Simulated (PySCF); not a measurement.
C3H9Si, SMILES C[Si](C)C, multiplicity 2.

Geometry optimised at B3LYP-D3(BJ)/def2-SVP. The isomer is the one that the SMILES or the coordinates give; other isomers of the formula were not compared.

All values below come from PySCF 2.14.0 with B3LYP-D3(BJ)/def2-SVP.

Frequencies are harmonic and unscaled.

Modes within 1.5 cm⁻¹ of each other (mostly degenerate sets) share a row, with their intensities summed.

Q: List the normal modes with their intensities. (Estimate from the structure and the level; the computed values follow.)

A: 
```tsv
mode	ν (cm⁻¹)	IR (km/mol)	moving atoms (share of kinetic energy)
1	138	0.0	H 100 %
2–3	151	0.0	H 97 %
4–5	197	1.7	C 49 %, H 38 %, Si 12 %
6	221	0.8	Si 38 %, H 37 %, C 25 %
7	595	0.9	C 69 %, H 20 %, Si 11 %
8–9	674	19.7	H 61 %, C 29 %, Si 11 %
10	683	0.0	H 85 %, C 15 %
11–12	714	28.0	H 48 %, C 31 %, Si 20 %
13–14	856	141.4	H 64 %, C 23 %, Si 13 %
15	863	60.0	H 65 %, C 22 %, Si 13 %
16–17	1253	28.7	H 79 %, C 21 %
18	1265	3.3	H 81 %, C 19 %
19	1420	0.0	H 95 %
20–21	1428	2.3	H 95 %
22–23	1433	15.2	H 96 %
24	1445	8.1	H 96 %
25–27	3008	29.5	H 97 %
28–30	3096	24.4	H 91 %, C 9 %
31–33	3123	20.3	H 91 %, C 9 %
```
